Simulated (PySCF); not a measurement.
Species: MoOF4 (singlet state).
Cartesian coordinates in Å at the PBE0-D3(BJ)/def2-SVP level; atoms count from 1:
```
atom  x, y, z in Å
Mo1    0.0001   -0.0002    0.0457
O2     0.0026   -0.0061    1.6817
F3     1.7684    0.0046   -0.4348
F4    -0.0037    1.7707   -0.4253
F5    -1.7698   -0.0015   -0.4289
F6     0.0023   -1.7676   -0.4384
```

Level of theory: TDDFT CAM-B3LYP/def2-SVPD, vertical, gas phase, core orbitals frozen in the response, def2 core potentials past Kr in PySCF. Spin–orbit coupling is left out.

Frontier orbitals with the atoms that hold most of them (Löwdin shares over 4%, at most four atoms; ? is withheld):

```csv
orbital,ε (eV),atoms
LUMO+2,-2.55,"Mo1 60%, O2 24%, F4 8%, F6 8%"
LUMO+1,-2.55,"Mo1 60%, O2 24%, F5 8%, F3 8%"
LUMO,-4.11,?
HOMO,-13.63,"O2 51%, F5 20%, F3 20%, Mo1 6%"
HOMO-1,-13.63,"O2 51%, F6 20%, F4 20%, Mo1 6%"
HOMO-2,-13.78,"F6 25%, F3 25%, F5 25%, F4 25%"
HOMO-3,-14.38,"O2 48%, Mo1 11%, F6 10%, F5 10%"
```

(1) Which atoms hold the LUMO, and with what shares?

Results:

(1) Mo1 (bonded to 4 F and O) 69%; F4 (bonded to Mo) 7%; F5 (bonded to Mo) 7%; F3 (bonded to Mo) 7%. By element: molybdenum 69%, fluorine 22% or more.

Within 0.005 eV of a neighbour in this list lie HOMO-1/HOMO and LUMO+1/LUMO+2 (point group found: C4v); within a degenerate set the shares of single atoms can hang on how the components are chosen.

How does S1 compare with the orbital gap of 9.51 eV?

S1 is at 5.09 eV (f = 0.0019), 4.43 eV below the gap, made of HOMO-1/HOMO→LUMO (99%). S1/S2 lie within about 0.01 eV of each other. Without the coupling terms of the response equations the lowest excitation would equal the gap.

For S1 the Löwdin share of molybdenum is 6% in HOMO and 69% in LUMO (ligand-to-metal charge transfer by this measure).

Next come S2 at 5.09 eV (f 0.0019), HOMO-1/HOMO→LUMO (99%); S3 at 5.76 eV (f 0.0000), HOMO-2→LUMO (83%), HOMO-1/HOMO→LUMO+1/LUMO+2 (16%); S4 at 5.80 eV (f 0.0000), HOMO-3→LUMO (99%); S5 at 5.92 eV (f 0.0000), HOMO-4→LUMO (99%).

Orbitals of the list HOMO-3 to LUMO+2 that lie within 0.01 eV of each other are written together with a slash and their weights summed (≥ marks a lower bound); for degenerate orbitals outside that list single weights are arbitrary.

Löwdin shares depend on the basis, the more so with diffuse functions.
